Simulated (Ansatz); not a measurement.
`F[SiH2]C1=C[SiH2]1` + `N[Si](F)(Cl)Cl` → `F[SiH2]N[Si](F)(Cl)Cl` + `C1=C[SiH2]1`  (ligand exchange at the Si–C bond)

Computed with Ansatz on PBE0-D4/def2-TZVP structures; ΔE is electronic, products minus reactants. CCSD(T)/CBS is the MP2 limit (def2-TZVPP, def2-QZVPP) plus CCSD(T) − MP2 in def2-TZVPP, frozen cores. DFT in def2-TZVPP. B3LYP here is the variant with VWN-RPA as its local correlation; programs differ in this. Each species was taken in one conformer, which may not be the lowest.

(1) Is it downhill or uphill in electronic energy at CCSD(T)/CBS, and by how much? (Estimate.)

(2) What do these levels give: PBE0-D4, B3LYP-D4, B2PLYP, HF/def2-TZVPP, SCS-MP2/def2-QZVPP, CCSD/CBS(def2)? (Best estimate.)

Largest T1 diagnostic among the species: 0.013.

## Answers

(1) Ansatz gave: Downhill: ΔE = -11.5 kcal/mol.

(2) Computed: PBE0-D4 -10.4, B3LYP-D4 -11.1, B2PLYP -11.1, HF/def2-TZVPP -12.4, SCS-MP2/def2-QZVPP -11.7, CCSD/CBS(def2) -11.6 kcal/mol.
